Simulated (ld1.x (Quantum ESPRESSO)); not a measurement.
Building the PAW potential for samarium (Sm) (PBE, scalar-relativistic).

Sm, PAW, made with ld1.x (Quantum ESPRESSO) 7.5 (PBE, scalar-relativistic). Core [Kr] 4d10, reference 4f6 5s2 5p6 5d0 6s2 6p0. Waves: 5s (bound): rcut 2.25, rcutus 2.50 bohr; 6s (bound): rcut 2.25, rcutus 2.50 bohr; 5p (bound): rcut 2.20, rcutus 2.70 bohr; 6p (bound, empty): rcut 2.20, rcutus 2.70 bohr; 5d (bound, empty): rcut 2.45, rcutus 2.60 bohr; 5d channel at 2.4 Ry: rcut 2.45, rcutus 2.60 bohr; 4f (bound): rcut 1.25, rcutus 1.55 bohr; 4f channel at 1.8 Ry: rcut 1.25, rcutus 1.55 bohr. Local part: all-electron potential smoothed inside 1.85 bohr (lloc = -1). Core correction: Bessel-smoothed model core, default radius (core density twice the valence density). Augmentation charge: PSQ, radius 1.30 bohr.

Problem. Does the generator finish with these settings?

Solution. No. ld1.x (Quantum ESPRESSO) 7.5 stopped with "find_q: problem finding q": no Bessel wave vectors were found for the pseudised augmentation function at its matching radius.
